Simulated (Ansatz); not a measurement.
SiTe₂⁻. Total charge -1; doublet. Geometry r2SCAN-D4/def2-TZVPD, basis def2-TZVPD, Ansatz.

```xyz
3

Si    0.476    0.409   -0.099
Te   -1.072    1.133    1.558
Te    0.597   -1.542   -1.459
```

```tsv
run	HOMO (eV)	LUMO (eV)
A	-0.27	0.46
B	-3.50	2.98
C	-2.25	1.93
D	-1.95	1.80
E	-0.53	0.70
F	-1.19	1.12
```

In the def2 sets Te takes a core potential; there is no spin–orbit coupling. LC-ωPBE has ω = 0.4 bohr⁻¹. The structure comes from a short search, and lower isomers may exist.

HOMO and LUMO are taken over both spins.

Question: The runs used BHLYP, CAM-B3LYP, LC-ωPBE, PBE, PBE0, r2SCAN. Estimate which is which.

Answer: A PBE (0 % exact exchange); B LC-ωPBE (range-separated); C CAM-B3LYP (range-separated); D BHLYP (50 % exact exchange); E r2SCAN (0 % exact exchange); F PBE0 (25 % exact exchange). Exact exchange lowers occupied and raises empty levels; among semilocal functionals meta-GGAs tend to open the gap a little, and such runs are hard to tell apart. The gap grows from 0.73 eV (PBE) to 6.48 eV (LC-ωPBE).
